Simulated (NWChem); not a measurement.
Molecule: C6H9O, doublet; SMILES O=C1[CH]CCCC1

```xyz
16

O      0.0834     2.4082     0.0361
C      0.0475     1.1661     0.0303
C      1.2583     0.3966    -0.0566
C      1.3098    -1.0969    -0.0945
C     -0.0191    -1.7589     0.3099
C     -1.2089    -1.0386    -0.3378
C     -1.2837     0.4213     0.1352
H      2.1805     0.9676    -0.1390
H      2.1379    -1.4591     0.5323
H      1.5786    -1.4069    -1.1208
H     -0.1269    -1.7229     1.4027
H     -0.0042    -2.8184     0.0292
H     -2.1460    -1.5571    -0.1030
H     -1.1009    -1.0687    -1.4316
H     -2.0329     0.9957    -0.4203
H     -1.5931     0.4542     1.1906
```
Atoms are numbered in this order, from 1.

Results from NWChem. Pople sets run with spherical d functions. Spin-unrestricted. Spin-contaminated determinants: UHF/6-31G* (<S²> = 0.91). Structure relaxed at the B3LYP/6-31G* (spherical d), spin-unrestricted level. Not confirmed as a minimum by frequencies. No stability test was run on the SCF state. Vzz is the largest principal value of the second derivative of the potential at the nucleus (NWChem prints the opposite sign); η is the asymmetry. Non-relativistic.

For level PBE0/def2-TZVP:

| Property | Result |
|---|---|
| Vzz O1 (a.u.) | -1.977 |
| η O1 | 0.37 |

### Question
What are these values for level UHF/6-31G*?

### Answer
* **Vzz O1 (a.u.)**: -2.214
* **η O1**: 0.47
